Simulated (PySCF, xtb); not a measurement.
In(H)(Br)(Me) (CH4BrIn), SMILES [CH3][InH][Br].

GFN2-xTB (xtb 6.7.1) at its own geometry gives an orbital gap of 3.62 eV and a dipole moment of 5.68 D.

The structure is a stationary point at PBE0-D3(BJ)/def2-SVP. The structure was generated by enumeration; whether it is a known compound was not checked. The def2 effective core potentials stand for the cores of In; spin–orbit coupling is left out.

### Question
What does PBE0/def2-TZVPD (PySCF) give? (The exact figures need the calculation; the answer reports its results.)

### Answer
gap 5.90 eV (levels -7.60 and -1.70 eV), dipole 3.43 D.
